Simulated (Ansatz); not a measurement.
Wavefunction ladder for CH5ClFGeN (`C[NH][GeH]([F])[Cl]`)

```xyz
10

C    -0.074    0.792   -1.216
N    -0.048   -0.503   -0.558
Ge   -0.168   -0.600    1.237
F    -0.059   -2.281    1.612
Cl    1.482    0.308    2.278
H     0.857    1.363   -1.115
H    -0.883    1.400   -0.802
H    -0.286    0.663   -2.280
H     0.644   -1.129   -0.946
H    -1.465   -0.013    1.789
```

Charge 0, multiplicity 1. Correlated methods include outer-core shells of Ge, which these sets cover unevenly. Scalar relativity is left out up to krypton. The structure was optimised at the PBE0-D4/def2-TZVP level. It is one conformer, not always the lowest. Frozen core, restricted reference, Ansatz 0.2.0.

| basis | HF (Eh) | MP2 corr. | CCSD corr. | (T) | CCSD(T) total |
| --- | --- | --- | --- | --- | --- |
| def2-SVP | -2729.06519 | -0.85687 | -0.89121 | -0.02161 | -2729.97801 |
| def2-TZVPP | -2729.72997 | -1.07673 | -1.10985 | -0.04118 | -2730.88100 |
| def2-QZVPP | -2729.79447 | -1.41016 | – | – | – |
